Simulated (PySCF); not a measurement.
Compound: C2H11NOSi3.
Bonds: O1–C2 (double), C2–N3, N3–Si4, Si4–C5, C5–Si6, C5–Si7. Hydrogens: H8 on C2; H9 on N3; H10, H11 on Si4; H12 on C5; H13, H14, H15 on Si6; H16, H17, H18 on Si7.

Method used: PBE0-D3(BJ)/def2-SVP geometry optimisation, gas phase in PySCF.

**Question.** Give the optimised bond lengths and angles.

**Answer.** 
```json
{"bond": "O1=C2", "length (pm)": "121.2"}
{"bond": "C2–N3", "length (pm)": "136.0"}
{"bond": "N3–Si4", "length (pm)": "178.2"}
{"bond": "Si4–C5", "length (pm)": "186.9"}
{"bond": "C5–Si6, C5–Si7", "length (pm)": "188.5"}
{"bond": "C2–H8", "length (pm)": "111.6"}
{"bond": "N3–H9", "length (pm)": "101.4"}
{"bond": "Si4–H10, Si4–H11", "length (pm)": "149.1"}
{"bond": "C5–H12", "length (pm)": "110.6"}
{"bond": "Si6–H13 and 5 like bonds", "length (pm)": "149.5"}
```

Bonds in one row agree within 1 pm and their mean is given. A selection of angles:
```json
{"angle": "O1–C2–N3", "degrees": "122.8"}
{"angle": "O1–C2–H8", "degrees": "122.5"}
{"angle": "N3–C2–H8", "degrees": "114.7"}
{"angle": "C2–N3–Si4", "degrees": "118.7"}
{"angle": "C2–N3–H9", "degrees": "117.7"}
{"angle": "Si4–N3–H9", "degrees": "123.6"}
{"angle": "N3–Si4–C5", "degrees": "110.8"}
{"angle": "N3–Si4–H10", "degrees": "109.7"}
{"angle": "N3–Si4–H11", "degrees": "103.7"}
{"angle": "C5–Si4–H10", "degrees": "111.7"}
{"angle": "H10–Si4–H11", "degrees": "109.9"}
{"angle": "Si4–C5–Si6", "degrees": "112.7"}
{"angle": "Si4–C5–Si7", "degrees": "111.2"}
{"angle": "Si4–C5–H12", "degrees": "105.5"}
{"angle": "Si6–C5–Si7", "degrees": "112.0"}
{"angle": "Si6–C5–H12", "degrees": "107.8"}
{"angle": "C5–Si6–H13", "degrees": "109.8"}
{"angle": "C5–Si6–H14", "degrees": "111.0"}
{"angle": "H13–Si6–H14", "degrees": "108.2"}
{"angle": "H13–Si6–H15", "degrees": "108.6"}
```

Dihedral angles: O1–C2–N3–Si4 -1° (synperiplanar); C2–N3–Si4–C5 -62° (synclinal); N3–Si4–C5–Si6 -170° (antiperiplanar). The mirror-image conformer, all signs reversed, is as good.

Si4 (SiH2 silicon) is distorted tetrahedral (angles from 103.7° to 111.7°). N3 (amide nitrogen) is planar (angles 123.6°, 118.7° and 117.7°, sum 360.0°, 0.01 Å off the plane of its three neighbours). Of the pairs four or more bonds apart, O1···H12 is among the closest relative to their van der Waals radii: 2.74 Å, 101 % of the sum of Bondi's values. Si6 (SiH3 silicon) is tetrahedral (angles from 108.2° to 111.0°).

Point group: C1 (no symmetry element, even within 0.4 Å). No PBE0-D3(BJ)/def2-SVP frequencies stand behind this structure, so it isn't proved a minimum. The numbers are those of one conformer.
